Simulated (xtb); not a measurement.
Harmonic IR lines of one isomer of C₃H₆O, unscaled. These are GFN2-xTB (xtb) values and carry that method's errors.

| wavenumber (cm⁻¹) | relative intensity |
|---|---|
| 364 | 4.5 |
| 409 | 5.7 |
| 948 | 24 |
| 1035 | 12 |
| 1053 | 8.6 |
| 1097 | 4.7 |
| 1106 | 31 |
| 1131 | 22 |
| 1148 | 12 |
| 1276 | 9.3 |
| 1392 | 4.6 |
| 1415 | 28 |
| 1470 | 4.3 |
| 1484 | 12 |
| 1499 | 29 |
| 2979 | 38 |
| 3031 | 100 |
| 3039 | 26 |
| 3051 | 39 |

Which structure gives these lines?
A. `C=COC`
B. `OC1CC1`
C. `C[C@@H]1CO1`
D. `C1COC1`

C, `C[C@@H]1CO1`
